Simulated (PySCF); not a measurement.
CH₆BSi (calculated)

Calculation on a computer-drawn molecule: optimised geometry and harmonic frequencies of an isolated molecule of the commonest isotopes, restricted reference for singlets and unrestricted otherwise, frozen core in MP2. Program: PySCF 2.14.0.

Entry: CH₆BSi

Start structure:
```xyz
9
CH6BSi
B     -0.6340     2.8747    -0.5385
C     -0.4645     1.7618    -1.6860
Si    -2.1056     0.9614    -2.2503
H     -1.4224     2.8364     0.2894
H      0.2239     3.7043    -0.5554
H      0.1126     0.9826    -1.1808
H      0.1280     2.1078    -2.5063
H     -2.7220    -0.1095    -1.5149
H     -2.8788     1.5534    -3.3126
```

It was run with charge 1, multiplicity 1, method HF and basis cc-pV(D+d)Z.

Drawn bonds:
```
atom  other atom  order
   1           2      1
   2           3      1
   1           4      1
   1           5      1
   2           6      1
   2           7      1
   3           8      1
   3           9      1
```

To be estimated
1. What total energy does the calculation give for CH₆BSi?
2. Give the table of modes values for CH₆BSi.

Answers
1. -354.6795 hartree
2. 
Modes:
```
frequency (cm⁻¹)  reduced mass (dalton)
           124.9                  1.178
           191.2                  1.121
           215.2                  2.153
           528.9                  1.055
           660.7                  1.374
           718.3                   1.51
             729                  1.476
           897.4                  1.542
           974.6                  2.144
           983.9                   1.49
            1037                  1.093
            1142                  1.391
            1238                  1.295
            1311                  1.136
            1468                  1.102
            2418                  1.028
            2455                  1.058
            2719                  1.052
            2845                  1.129
            3092                  1.068
            3277                  1.092
```

Further results for CH₆BSi:

- rotational constants: 27.43, 5.416, 4.924 GHz
- convergence status largest gradient component: 1.739e-05 hartree/bohr

Optimised structure:
```xyz
9
CH6BSi
B     -0.5973     2.8229    -0.5136
C     -0.4920     1.7837    -1.7450
Si    -2.0751     1.0522    -2.2203
H     -1.3723     2.6134     0.3720
H      0.1361     3.7575    -0.4996
H      0.0775     0.9705    -1.2552
H      0.0775     2.1608    -2.5938
H     -2.7964     0.1758    -1.2978
H     -2.7207     1.3360    -3.5021
```
